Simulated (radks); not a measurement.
Problem. These are the eigenvalues of the occupied orbitals of an atom or ion with whole-number occupations (hartree). Method: Dirac Kohn-Sham, BLYP, spin-unpolarised, spherical densities, point nucleus; computed with a radial shooting solver on a logarithmic mesh with Libxc functionals.

| orbital | eigenvalue |
|---|---|
| 1s1/2 | -2176.633 |
| 2s1/2 | -367.1148 |
| 2p1/2 | -349.9111 |
| 2p3/2 | -313.8747 |
| 3s1/2 | -82.58852 |
| 3p1/2 | -75.02317 |
| 3p3/2 | -67.41453 |
| 3d3/2 | -54.51434 |
| 3d5/2 | -52.85149 |
| 4s1/2 | -16.35938 |
| 4p1/2 | -13.31865 |
| 4p3/2 | -11.59993 |
| 4d3/2 | -6.60015 |
| 4d5/2 | -6.28760 |
| 5s1/2 | -2.08250 |
| 5p1/2 | -1.26323 |
| 5p3/2 | -1.05296 |
| 4f5/2 | -0.25963 |
| 6s1/2 | -0.22825 |
| 4f7/2 | -0.21568 |
| 7s1/2 | -0.04312 |

Which element is it, and in what charge state? The configuration may be excited. Open shells, if any, fill j = l - 1/2 first.

Solution. Z = 69, thulium, charge 0: Tm in [Xe] 4f13 6s1 7s1. The list shows which subshells hold electrons but not how many an open one holds; the 1s level, -2176.6 hartree, gives Z - s = 66.0 by -(Z - s)^2/2, which with screening and relativity narrows Z to a few neighbours, and the depths of the outer levels then fix element, charge and occupations together.
